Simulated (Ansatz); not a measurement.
`[NH2][Sn]([Cl])([Cl])[Cl]` and `[F][Sn]([Cl])([Cl])[Cl]` differ in one atom or group.

Ansatz, PBE0-D4/def2-TZVP geometries, multiplicity 1. Each molecule was computed in one conformer, which needn't be the lowest.

Elements past krypton have def2 core potentials.

```csv
property,`[NH2][Sn]([Cl])([Cl])[Cl]`
LUMO energy (PBE/def2-TZVPP) / eV,-3.31
size of the dipole moment (B3LYP/def2-TZVPP) / D,2.54
zero-point energy (PBE0-D4/def2-TZVP) / kJ/mol,76.0
HOMO energy (PBE/def2-TZVPP) / eV,-7.14
size of the dipole moment (ωB97M-V/def2-TZVPP) / D,2.51
"ideal-gas entropy at 298 K and 1 bar (rigid rotor, harmonic PBE0-D4/def2-TZVP) / J/(mol·K)",400
```

(1) What does the change do to each property? (Best estimate.)

Answers

(1) Ansatz gave: 
```tsv
property	`[F][Sn]([Cl])([Cl])[Cl]`	shift
LUMO energy (PBE/def2-TZVPP) / eV	-4.11	-0.80
size of the dipole moment (B3LYP/def2-TZVPP) / D	1.17	-1.37
zero-point energy (PBE0-D4/def2-TZVP) / kJ/mol	14.9	-61.1
HOMO energy (PBE/def2-TZVPP) / eV	-8.46	-1.32
size of the dipole moment (ωB97M-V/def2-TZVPP) / D	1.16	-1.35
ideal-gas entropy at 298 K and 1 bar (rigid rotor, harmonic PBE0-D4/def2-TZVP) / J/(mol·K)	369	-31
```

With PBE0 the HOMO falls by 1.35 eV and the LUMO falls by 0.82 eV, so the gap widens by about 0.53 eV. PBE moves the HOMO by -1.32 eV and ωB97M-V by -1.29 eV. The zero-point energy changes by -61.1 kJ/mol with -6 modes. Dipoles are sizes alone; their direction can turn. Modes under 60 cm⁻¹, often nearly free rotors, make the harmonic entropy too high.

B3LYP here is the variant with VWN-RPA as its local correlation; programs differ in this.
